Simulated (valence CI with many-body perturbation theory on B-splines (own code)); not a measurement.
Energy levels of Si9+

Calculated by valence CI with perturbative core correlation (CI+MBPT): three valence electrons over a frozen Dirac-Fock core [He], radial functions for each j: 11 s, 11 p, 9 d, 7 f, 5 g, 2 h, 1 i, with the one-electron correlation potential Σ1, the two-electron term Σ2, the three-electron term Σ3, Breit, model QED; selected CI, second order for the rest, scaled by the run's own slope (own B-spline code, finite nucleus).

No measured levels were compared; by estimate levels of excited configurations hold to 0.05 to 0.15 % of their energy, terms of the ground configuration to about 0.5 %.

Levels 46 to 73 of 73, with energies above the lowest level, 2s2 2p 2P°_1/2. "Leading %" is the weight of the configuration and term that name the level; weights of strongly mixed levels are sums over their largest components and can fall short. In the jj column 3d3/2^4 stands for four electrons in 3d with j = 3/2.

```
No.  Configuration  Term    J  E (cm⁻¹)  Leading %   Second component             Leading jj      g
 46       2s 2p 3d   4D°  7/2   2153600         97                     2s 2p3/2 3d5/2 (69 %)  1.426
 47       2s 2p 3d   2D°  3/2   2153600         91   4 % 2s 2p 3d 4D°  2s 2p3/2 3d5/2 (39 %)  0.821
 48       2s 2p 3d   2D°  5/2   2154400         80  16 % 2s 2p 3d 4D°  2s 2p3/2 3d3/2 (62 %)  1.231
 49       2s 2p 3s   2P°  1/2   2158300         94                        2s 2p3/2 3s (62 %)  0.666
 50       2s 2p 3s   2P°  3/2   2158500         92                        2s 2p3/2 3s (65 %)  1.329
 51       2s 2p 3d   4P°  5/2   2160600         86   7 % 2s 2p 3d 4D°  2s 2p3/2 3d5/2 (66 %)  1.561
 52       2s 2p 3d   4P°  3/2   2161800         94   4 % 2s 2p 3d 4D°  2s 2p3/2 3d3/2 (58 %)  1.706
 53       2s 2p 3d   4P°  1/2   2162700         97                     2s 2p3/2 3d3/2 (89 %)  2.637
 54       2s 2p 3d   2F°  5/2   2188600         99                     2s 2p1/2 3d5/2 (52 %)  0.858
 55       2s 2p 3d   2F°  7/2   2193000         99                     2s 2p3/2 3d3/2 (53 %)  1.143
 56       2s 2p 3d   2P°  3/2   2199100         95                     2s 2p3/2 3d5/2 (43 %)  1.332
 57       2s 2p 3d   2P°  1/2   2201600         96                     2s 2p3/2 3d5/2 (80 %)  0.666
 58       2s 2p 3p    2D  3/2   2235900         82   11 % 2s 2p 3p 2P  2s 2p3/2 3p1/2 (67 %)  0.866
 59       2s 2p 3p    2P  1/2   2236400         88     10 % 2p2 3s 2P  2s 2p3/2 3p1/2 (43 %)  0.670
 60       2s 2p 3p    2D  5/2   2236600         93      4 % 2p2 3s 2D  2s 2p3/2 3p3/2 (59 %)  1.200
 61       2s 2p 3p    2P  3/2   2237900         77   11 % 2s 2p 3p 2D  2s 2p3/2 3p3/2 (64 %)  1.267
 62       2s 2p 3p    2S  1/2   2253300         92                     2s 2p3/2 3p3/2 (51 %)  1.998
 63         2p2 3s    4P  1/2   2284700         98                         2p1/2^2 3s (47 %)  2.666
 64         2p2 3s    4P  3/2   2287300         98                     2p1/2 2p3/2 3s (90 %)  1.733
 65         2p2 3s    4P  5/2   2291000         98                         2p3/2^2 3s (60 %)  1.599
 66       2s 2p 3d   2F°  7/2   2299800         92     6 % 2p2 3p 2F°  2s 2p3/2 3d5/2 (60 %)  1.143
 67       2s 2p 3d   2F°  5/2   2300000         92     6 % 2p2 3p 2F°  2s 2p3/2 3d3/2 (63 %)  0.856
 68       2s 2p 3d   2D°  3/2   2310700         98                     2s 2p3/2 3d3/2 (60 %)  0.799
 69       2s 2p 3d   2D°  5/2   2311400         98                     2s 2p3/2 3d5/2 (63 %)  1.200
 70         2p2 3s    2P  1/2   2323000         84   14 % 2s 2p 3p 2P  2p1/2 2p3/2 3s (59 %)  0.669
 71       2s 2p 3d   2P°  1/2   2323300         96                     2s 2p3/2 3d3/2 (66 %)  0.666
 72       2s 2p 3d   2P°  3/2   2323800         96                     2s 2p3/2 3d5/2 (60 %)  1.334
 73         2p2 3s    2P  3/2   2327200         83   13 % 2s 2p 3p 2P  2p1/2 2p3/2 3s (49 %)  1.320
```

Where two levels of one J and parity lie close, their mixing, g and order are uncertain.
